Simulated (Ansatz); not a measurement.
The same atomization along the group B, Ga, In.

Gas-phase electronic energies from Ansatz, PBE0-D4/def2-TZVP geometries. CBS: MP2 limit from def2 TZ/QZ plus the TZ coupled-cluster correction, frozen cores. This one scheme is used for every species, atoms too. DFT in def2-TZVPP. B3LYP here is the variant with VWN-RPA as its local correlation; programs differ in this. No spin–orbit coupling; open shells (•) take unrestricted orbitals. Spin–orbit coupling would lower the free atoms: a little for B, C, F, S; clearly for Ga; strongly for In. Elements past krypton have def2 core potentials. Bonds to Ga, In are less sure, by a few kJ/mol each and by 10 to 20 or more in all where they break to atoms, as the def2 sets lack core-valence functions. Scalar relativity is left out up to krypton. Each species was taken in one conformer, which may not be the lowest.

```json
{"reaction": "`CN(C)B(F)S` → B• + 2 C• + F• + 7 H• + N• + S•", "CCSD(T)/CBS(def2) (kJ/mol)": "5091"}
{"reaction": "`C[N](C)[Ga]([F])[SH]` → Ga• + 2 C• + F• + 7 H• + N• + S•", "CCSD(T)/CBS(def2) (kJ/mol)": "?"}
{"reaction": "`C[N](C)[In]([F])[SH]` → In• + 2 C• + F• + 7 H• + N• + S•", "CCSD(T)/CBS(def2) (kJ/mol)": "4489"}
```

Q: Fill in the missing values. (Best estimate.)

A: Ansatz gave: `C[N](C)[Ga]([F])[SH]` → Ga• + 2 C• + F• + 7 H• + N• + S•: +4643.7 kJ/mol.

Largest T1 diagnostic: 0.015, for In•.

For atomizations the MP2-based limit and the directly extrapolated one differ by several kJ/mol either way, and by 10 to 25 for some Ge, Se and Sn compounds, so smaller differences from it don't rank the levels.
